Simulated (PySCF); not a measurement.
C3H9BO3Si.
Geometry (PBE0-D3(BJ)/def2-SVP, Å), atoms numbered from 1 in this order:
```
atom  x, y, z in Å
Si1    2.5952   -0.5896    0.4620
O2     1.5114    0.5149   -0.1991
C3     0.2476    0.1872   -0.6446
C4    -0.8134    1.0040    0.0692
C5    -2.1938    0.4928   -0.2865
O6    -2.3067   -0.8977   -0.0535
B7    -1.2078   -1.6854   -0.1141
O8     0.0296   -1.1928   -0.4261
H9     2.9945   -1.6469   -0.5107
H10    3.7784    0.2506    0.7947
H11    2.0707   -1.2150    1.7111
H12    0.1998    0.3626   -1.7374
H13   -0.7038    2.0656   -0.1964
H14   -0.6352    0.9124    1.1536
H15   -2.9655    0.9971    0.3140
H16   -2.4257    0.6946   -1.3477
H17   -1.3142   -2.8634    0.1089
```

Probes without a nucleus sit at each ring's centroid and 1 Å off its mean plane on both sides; NICS is minus the shielding there, NICSzz its component along the normal. Level: GIAO PBE/pcSseg-1 (PySCF, non-relativistic, gas phase) on the PBE0-D3(BJ)/def2-SVP geometry, one conformer.

Ring bond lengths (Å): C3–C4 1.517, C4–C5 1.514, C5–O6 1.414, O6–B7 1.353, B7–O8 1.368, O8–C3 1.414.

Q: Give the NICS values of each ring in ppm.

A: 
```csv
ring,type,NICS(0),"NICS(1), two faces","NICS(1)zz, two faces",rms pucker (Å),"centre to ring atoms, mean (Å)"
C3–C4–C5–O6–B7–O8,6-membered ring with B and 2 O; formal bonds all single,-1.9,-2.4 / -1.0,1.3 / 0.4,0.19,1.40
```

Q: What can be read from them?

A: 
- C3–C4–C5–O6–B7–O8: mean NICS(1)zz 0.9 ppm, near zero. C3, C4, C5 have four or more neighbours, and the NICS criterion for π rings isn't applied.

Q: List the ring angles.

A: 
- C3–C4–C5–O6–B7–O8: C3 110.2°, C4 110.2°, C5 111.5°, O6 120.0°, B7 122.3°, O8 121.7°; sum 695.9° against 720° for a flat convex ring.

Q: How do the values depend on the level or the medium?

A: 
| level | NICS(0), C3–C4–C5–O6–B7–O8 | mean NICS(1)zz, C3–C4–C5–O6–B7–O8 |
| --- | --- | --- |
| PBE/pcSseg-1, gas | -1.9 | 0.9 |
| PBE0/pcSseg-1, gas | -2.1 | 0.9 |
| PBE0/pcSseg-1, IEF-PCM chloroform | -2.1 | 0.9 |

The geometry is the same throughout; the continuum's cavity takes Bondi-type radii × 1.2.
